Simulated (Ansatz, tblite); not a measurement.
Isomers of Si$_{7}$H$_{7}$⁻ (singlet), found by a short tight-binding search and relaxed with r2SCAN-D4/def2-SVPD in Ansatz.

The xTB rows come from tblite. Correlated methods freeze 35 core orbitals.

Run but left out: HF/def2-SVPD (A: restricted singlet, unstable towards broken spin symmetry); BHLYP-D4/def2-TZVPD (A: restricted singlet, unstable in another Hartree–Fock run and untested here).

A: The restricted singlet is unstable towards broken spin symmetry in Hartree–Fock (as tested in another run); at PBE-D4/def2-TZVPD, r2SCAN-D4/def2-TZVPD, B97M-V/def2-TZVPD, PBE0-D4/def2-TZVPD this wasn't settled. At CCSD(T)/def2-SVPD T1 of the charge -1 singlet is large (up to 0.021), so the single-reference result is doubtful. At CCSD(T)/def2-SVPD the restricted singlet (for correlated methods, its reference) is unstable: a solution with broken spin symmetry lies lower. B: The restricted singlet is unstable towards broken spin symmetry in Hartree–Fock (as tested in another run); at PBE-D4/def2-TZVPD, r2SCAN-D4/def2-TZVPD, B97M-V/def2-TZVPD, PBE0-D4/def2-TZVPD this wasn't settled. At CCSD(T)/def2-SVPD T1 of the charge -1 singlet is large (up to 0.024), so the single-reference result is doubtful. At CCSD(T)/def2-SVPD the restricted singlet (for correlated methods, its reference) is unstable: a solution with broken spin symmetry lies lower.

Other spin states weren't relaxed.

A:

Cartesian coordinates in Å:
```
Si 1.541 -2.685 0.603
Si 0.040 2.484 -0.639
Si 0.639 -0.655 1.562
Si -1.928 1.634 -0.286
Si 1.452 0.677 -0.218
Si -1.292 -0.575 0.194
Si 0.541 -1.316 -1.117
H 0.263 -3.517 0.848
H -2.423 -1.525 0.475
H 0.404 3.900 -0.969
H 2.922 0.974 -0.346
H -3.244 2.327 -0.495
H 0.437 -1.552 -2.607
H 0.648 -0.170 2.994
```

B:

```xyz
14

Si    2.106   -1.296   -1.360
Si    0.478    1.163    1.310
Si   -0.081   -1.203   -1.695
Si   -1.641    0.135    0.824
Si    1.311   -1.023    0.803
Si   -0.807    2.445   -0.115
Si   -0.833   -2.078    0.333
H    -2.225    1.053   -0.306
H     3.110   -0.444   -2.103
H    -2.685    0.406    1.873
H     0.337    1.527    2.767
H    -0.894   -0.862   -2.927
H     2.149   -1.516    1.963
H    -0.326    1.693   -1.368
```

Question: Estimate their order by electronic energy at PBE0-D4/def2-TZVPD, counted from the lowest.

Answer: A (0.0) < B (20.5), in kcal/mol.

Question: Do the other levels pick the same lowest one?

Answer: All that were run do. Energies above each level's lowest (kcal/mol):

```
               level    A     B
            GFN2-xTB  0.0  11.0
   PBE-D4/def2-TZVPD  0.0  17.2
r2SCAN-D4/def2-TZVPD  0.0  20.2
   B97M-V/def2-TZVPD  0.0  19.7
  PBE0-D4/def2-TZVPD  0.0  20.5
       MP2/def2-SVPD  0.0  21.5
      CCSD/def2-SVPD  0.0  23.1
   CCSD(T)/def2-SVPD  0.0  21.2
```
Point groups (tolerance 0.1 Å): A not assigned, B not assigned. Lower isomers may exist.
